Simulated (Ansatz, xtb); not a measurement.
**BrGeH6NSi: which of two isomers lies lower**

We compare I, `N[SiH2][GeH2][Br]`, a singlet, with II, `[NH2][Ge@@H]([SiH3])[Br]`, a singlet. Both are isolated molecules in the gas phase, relaxed with r2SCAN-D4/def2-SVP; the shapes shown needn't be the lowest conformers.

I (Å):

```xyz
10

Br    0.6783    1.4199   -1.2088
Ge    0.4297   -0.6675   -0.1622
N    -2.2195   -0.7061   -2.0631
Si   -0.9746   -1.8436   -1.6827
H    -1.9388    0.2410   -2.3072
H    -3.0317   -0.9941   -2.6012
H    -1.5887   -3.0453   -1.0414
H    -0.0963   -2.3318   -2.7996
H     1.8573   -1.2056    0.0279
H    -0.1844   -0.3601    1.2130
```

II (Å):

```xyz
10

Br    0.2428    1.2880   -2.1967
Ge   -0.4167   -0.4490   -0.7361
N     0.3661   -2.0514   -1.1314
Si    0.2916    0.2823    1.4109
H     1.3825   -2.0576   -1.0583
H     0.1074   -2.4383   -2.0385
H    -1.9214   -0.6270   -0.9787
H     1.7834    0.3445    1.4007
H    -0.1605   -0.6676    2.4714
H    -0.2701    1.6384    1.6721
```

Quicker runs give these differences E(II) − E(I): GFN2-xTB +7.2 kcal/mol; HF/STO-3G −3.6 kcal/mol (at GFN2-xTB geometries); r2SCAN-D4/def2-SVP//GFN2-xTB +4.8 kcal/mol.

Q: Estimate E(II) − E(I) at the level CCSD(T)/def2-SVP + ΔMP2/def2-TZVPP.

A: Calculated at CCSD(T)/def2-SVP + ΔMP2/def2-TZVPP: E(II) − E(I) = +6.1 kcal/mol, so structure I lies lower.

How the difference moves with the method:

| level | geometry | E(II) − E(I) (kcal/mol) | departure from the last row (kcal/mol) | job, with rough time for the two |
| --- | --- | --- | --- | --- |
| GFN2-xTB | GFN2-xTB | +7.2 | +1.1 | optimisation, 0.25 s |
| HF/STO-3G | GFN2-xTB | −3.6 | −9.7 | single point, 0.54 s |
| r2SCAN-D4/def2-SVP//GFN2-xTB | GFN2-xTB | +4.8 | −1.2 | single point, 2.8 s |
| r2SCAN-D4/def2-SVP | r2SCAN-D4/def2-SVP | +5.2 | −0.9 | optimisation, 26 s |
| HF/def2-SVP | r2SCAN-D4/def2-SVP | +6.3 | +0.2 | part of the CCSD(T) run |
| MP2/def2-SVP | r2SCAN-D4/def2-SVP | +4.6 | −1.5 | part of the CCSD(T) run |
| CCSD(T)/def2-SVP | r2SCAN-D4/def2-SVP | +4.4 | −1.7 | single point |
| CCSD(T)/def2-SVP + ΔMP2/def2-TZVPP | r2SCAN-D4/def2-SVP | +6.1 |  | single point, 41 s |

As drawn, II has 1 Ge–N, 1 Si–H in place of 1 N–Si, 1 Ge–H.

HF/STO-3G puts the two in the other order. The largest departure from CCSD(T)/def2-SVP + ΔMP2/def2-TZVPP is that of HF/STO-3G, 9.7 kcal/mol. The last row adds to CCSD(T) the change of the MP2 difference between the two basis sets, here +1.7 kcal/mol.

With thermal terms from frequencies at re-optimised GFN2-xTB minima (ideal gas, soft modes damped towards free rotors, one conformer each, 298.15 K, 1 atm): the zero-point term adds −0.3 kcal/mol; ΔH is +6.1 and ΔG +5.2 kcal/mol.

The correlated steps freeze 24 core orbitals; the filled d shell of Br and Ge is correlated, in a basis made for valence electrons. Mirror images aren't counted in ΔG. Run with Ansatz 0.2.0, xtb 6.7.1; the last row on 2 threads of Intel(R) Xeon(R) 6975P-C (Granite Rapids) on a shared host.
